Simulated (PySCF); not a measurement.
## NMR data sheet: C8H9F3

- Formula: C8H9F3
- SMILES: FC(F)=C(F)[C@]12CC[C@H](C1)C2
- Point group of the computed structure: Cs
- Degrees of unsaturation: 3
- Carbon signals: 7
- Proton signals: 5

Structure with atom numbers: `[F:1][C:2]([F:3])=[C:4]([F:5])[C@:6]12[CH2:7][CH2:8][C@H:9]([CH2:10]1)[CH2:11]2` (H(Xn): hydrogen on atom n). Ha(C10), Ha(C11) are cis to C8 on the ring; Hb(C10), Hb(C11) are trans to C8 on the ring.

[PySCF 2.14.0 with density-fitted response routines: shielding tensors at PBE0/pcSseg-1 (GIAO); GFN2-xTB structure; relativity neglected; equivalent nuclei averaged; one conformer; gas phase]

Shifts are taken against calculated references (same method and geometry level): ¹H and ¹³C against TMS; CFCl3 for ¹⁹F.

| carbon | δC, type | δH (multiplicity) | HMBC from (2–3 bonds) | span of the C tensor (ppm) |
| --- | --- | --- | --- | --- |
| C2 | 167.9, C | – | – | 94 |
| C4 | 139.9, C | – | Hb(C10)/Hb(C11), H(C7), Ha(C10)/Ha(C11) | 65 |
| C6 | 48.7, C | – | H(C9), Hb(C10)/Hb(C11), H(C7), H(C8), Ha(C10)/Ha(C11) | 49 |
| C7 | 30.9, CH2 | 1.92 (m) | H(C9), Hb(C10)/Hb(C11), H(C8), Ha(C10)/Ha(C11) | 24 |
| C8 | 30.9, CH2 | 1.81 (m) | H(C9), Hb(C10)/Hb(C11), H(C7), Ha(C10)/Ha(C11) | 23 |
| C9 | 37.9, CH | 2.34 (m) | Hb(C10)/Hb(C11), H(C7), H(C8), Ha(C10)/Ha(C11) | 37 |
| C10/C11 | 43.0, CH2 | Hb(C10) 2.07 (m); Ha(C10) 0.99 (m) | H(C9), Hb(C10)/Hb(C11), H(C7), H(C8), Ha(C10)/Ha(C11) | 32 |

Other nuclei:
```tsv
atoms	nucleus	environment	δ (ppm)	σ (ppm)
F1	¹⁹F	vinylic fluorine	-105.3	276.3
F3	¹⁹F	vinylic fluorine	-125.6	296.6
F5	¹⁹F	vinylic fluorine	-190.2	361.2
```

- Carbon types of the structure: 3 × C, 1 × CH, 4 × CH2, which accounts for all hydrogens.
- δC 167.9, 139.9: fully substituted alkene carbon.
- δC 48.7: allylic quaternary sp3 carbon; saturated and bonded to C and H only.
- δC 43.0, 30.9, 30.9: sp3 CH2 in a ring; aliphatic region, no heteroatom directly attached.
- δC 37.9: sp3 CH in a ring; saturated and bonded to C and H only.
- δH 2.34: hydrogen on an sp3 CH in a ring.

Splittings by ¹⁹F in the carbon and heteronuclear signals aren't shown, as no couplings were computed. Shifts are as computed. Against solution values, carbons near 30 ppm lie about +3 ppm off and those near 130 ppm about +5 ppm. Of 1211 compounds with measured shifts, 218 miss one by over three times the rms of a fit or turn the order of signals round; such compounds aren't used in these exercises. Unscaled 19F shifts against computed CFCl3 carry errors that often reach 10 to 50 ppm. No couplings were computed; multiplicities are counted from neighbouring protons, with m where these are inequivalent, close in shift, in a saturated or five-membered ring or joined by F or P, and br s for small geminal =CH2 splittings.
